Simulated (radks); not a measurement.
Results of a calculation; reference values are marked as such.
Isoelectronic series with 17 electrons, all held in the configuration [Ne] 3s2 3p5, which need not be the ground one along the series. Code: a radial shooting solver on a logarithmic mesh with Libxc functionals. Model: Dirac Kohn-Sham, BLYP, spin-unpolarised, spherical densities, finite nucleus; open shells fill j = l - 1/2 first; Fermi nuclear charge, rms radius of each element as measured or else 0.836 A^(1/3) + 0.57 fm. Total energies (hartree) and mean radii <r> (bohr):

| ion | E (hartree) | 3p3/2 | 3p1/2 | 3s1/2 |
|---|---|---|---|---|
| Pd29+ | -4449.11741 | 0.3344 | 0.3267 | 0.3409 |
| Ag30+ | -4665.00473 | 0.3254 | 0.3176 | 0.3318 |
| Cd31+ | -4886.42098 | 0.3169 | 0.3090 | 0.3231 |
| In32+ | -5113.41046 | 0.3088 | 0.3008 | 0.3148 |
| Sn33+ | -5346.00922 | 0.3011 | 0.2929 | 0.3068 |
| Sb34+ | -5584.26127 | 0.2937 | 0.2855 | 0.2993 |
| Te35+ | -5828.20683 | 0.2868 | 0.2784 | 0.2921 |
| I36+ | -6077.89793 | 0.2801 | 0.2716 | 0.2852 |
| Xe37+ | -6333.37439 | 0.2737 | 0.2650 | 0.2785 |
| Cs38+ | -6594.6887 | 0.2676 | 0.2588 | 0.2722 |
| Ba39+ | -6861.8873 | 0.2618 | 0.2528 | 0.2661 |
| La40+ | -7135.0257 | 0.2562 | 0.2471 | 0.2602 |
| Ce41+ | -7414.1549 | 0.2508 | 0.2416 | 0.2546 |
| Pr42+ | -7699.3322 | 0.2456 | 0.2362 | 0.2492 |
| Nd43+ | -7990.6130 | 0.2407 | 0.2311 | 0.2439 |
| Pm44+ | -8288.0516 | 0.2359 | 0.2262 | 0.2389 |
| Sm45+ | -8591.6975 | 0.2313 | 0.2215 | 0.2340 |
| Eu46+ | -8901.6516 | 0.2269 | 0.2169 | 0.2293 |
| Gd47+ | -9217.9557 | 0.2226 | 0.2125 | 0.2248 |
| Tb48+ | -9540.7285 | 0.2185 | 0.2082 | 0.2204 |
| Dy49+ | -9869.9111 | 0.2145 | 0.2041 | 0.2162 |
| Ho50+ | -10205.7242 | 0.2107 | 0.2001 | 0.2120 |
